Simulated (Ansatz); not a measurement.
`C=NBC[SiH3]` + `[AsH3]` → `[SiH3]CB[AsH2]` + `C=N` at 700 K and 1 bar (ligand exchange at a B–N bond).

Calculated with Ansatz (gas phase, PBE0-D4/def2-TZVP geometries, no zero-point term in ΔE). CCSD(T)/CBS adds triple-zeta CCSD(T) − MP2 to the extrapolated MP2 energy (def2 sets, frozen cores). This one scheme is used for every species. For As outer-core shells are correlated without core-valence functions, which leaves a few kJ/mol of doubt a bond. Scalar relativity is left out up to krypton. Each species was taken in one conformer, which may not be the lowest.

```tsv
species	CCSD(T)/CBS energy (Eh)	H − E (kJ/mol)	S (J/(mol·K))
`C=NBC[SiH3]`	-449.49862	340.1	492.4
`[AsH3]`	-2236.79077	87.1	262.7
`[SiH3]CB[AsH2]`	-2591.73639	298.6	497.9
`C=N`	-94.52360	135.6	268.6
```

H − E and S are ideal-gas, rigid-rotor, harmonic terms from PBE0-D4/def2-TZVP, for one conformer and one mirror image of each species. 1 Eh = 2625.50 kJ/mol, R = 8.31446 J/(mol·K).

Q: By hand: ΔE, ΔH, ΔS and ΔG.

A: ΔE = (-2591.73639) + (-94.52360) − (-449.49862) − (-2236.79077) = 0.02940 Eh = 77.2 kJ/mol. Δ(H − E) = 298.6 + 135.6 − 340.1 − 87.1 = 7.0, so ΔH = 84.2 kJ/mol. ΔS = 497.9 + 268.6 − 492.4 − 262.7 = 11.4 J/(mol·K). ΔG = 84.2 − 700 × (11.4)/1000 = 76.2 kJ/mol.

Q: By hand: the equilibrium constant, and the temperature at which ΔG would vanish if ΔH and ΔS stayed fixed.

A: log₁₀ K = −ΔG/(RT ln 10) = -5.7. ΔG = 0 at ΔH/ΔS = 7386 K, far beyond where these terms or the molecules hold.

The number of gas molecules stays the same, so ΔS is small and ΔH decides. A doubt of 5 kJ/mol in ΔE shifts log₁₀ K by 0.4 here. Other conformers and mirror images would add mixing entropy, several J/(mol·K) or more a flexible species. Modes under 60 cm⁻¹, often nearly free rotors, make the harmonic entropy too high. These are equilibria of isolated gas molecules and say nothing of rates. Largest T1 diagnostic: 0.014 (customary marks: 0.02 for closed shells, 0.045 for open ones).
